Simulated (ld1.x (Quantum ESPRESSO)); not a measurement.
**What one change does to a pseudopotential (tellurium, TM)**

- Element: tellurium
- Generator: ld1.x (Quantum ESPRESSO) 7.5
- Type: norm-conserving Troullier–Martins (Kleinman–Bylander form)
- Functional: LDA (PZ)
- Relativity: scalar-relativistic
- Frozen core: [Kr]
- Valence charge: 16
- Reference configuration: 4d10 5s2 5p2.5 (charge +1.5)
- Partial waves: 5s (bound): rc 1.80 bohr; 5p (bound): rc 1.65 bohr; 4d (bound): rc 1.45 bohr
- Local potential: all-electron potential smoothed inside 1.20 bohr (lloc = -2)
- Core correction: Bessel-smoothed model core inside 1.50 bohr

Change: all radii but the core radius scaled by about 0.84 (s 1.52, p 1.40, d 1.22 bohr); local potential all-electron potential smoothed inside 1.02 bohr (lloc = -2).

Cutoffs: the cutoffs (Ry, on a coarse ladder) from which the occupation-weighted sum of valence levels, in a spherical-Bessel basis at the reference potential, stays within 10 and 1 mRy of its value at 400 Ry; they do not see the model core or the augmentation charge, which bear on the density cutoff. Errors are all-electron minus pseudo energies relative to the spin-unpolarised reference configuration.

Question: How do hardness, ghosts and transferability respond?

Answer: The potential gets harder (100 Ry and 160 Ry → 140 Ry and 200 Ry); the bound ghosts move from s to p, s; the number of tests that count goes from 9 to 5; of the 5 tests that both files solve, the error grows in 4 and shrinks in 1 by more than 15 % and 0.3 meV (median size 5.6 → 16.7 meV). A smaller radius makes the pseudo-wave follow the all-electron one further in, where it bends more sharply, so more plane waves are needed.

| quantity | base | changed |
| --- | --- | --- |
| cutoff, loose | 100 Ry | 140 Ry |
| cutoff, tight | 160 Ry | 200 Ry |
| loose cutoff by channel (10 mRy a level) | s 25 Ry, p 35 Ry, d 80 Ry | s 30 Ry, p 120 Ry, d 90 Ry |
| bound ghosts | s | s, p |
| tests counted (converged, no solver errors) | 9 of 9 | 5 of 9 |
| error for 4d10 5s2 5p3, meV [ΔE -8.00 eV] | +5.6 | -17 |
| error for 4d10 5s2 5p2, meV [ΔE 10.17 eV] | +1.0 | -13 |
| error for 4d10 5s2 5p0, meV [ΔE 74.31 eV] | -17 | -38 |
| error for 4d9 5s2 5p4, meV [ΔE 31.40 eV] | +102 | -802 |
| error for 4d10 5s2 5p2.5 (spin-polarised), meV [ΔE -0.99 eV] | +4.1 | +1.6 |

Changed file: Tests not counted: 4d10 5s2 5p4 (solver errors, printed error -2463 eV); 4d10 5s1 5p5 (solver errors, printed error -2432 eV); 4d10 5s2 5p3.5 (solver errors, printed error -2382 eV); 4d10 5s2 5p4 (spin-polarised) (solver errors, printed error -39.4 eV). A true bound ghost makes a file unfit for plane-wave use even where its test errors are small: the radial tests pick states by their node count and pass the ghost by. Where a test does run into it, the solver fails or the error is huge.
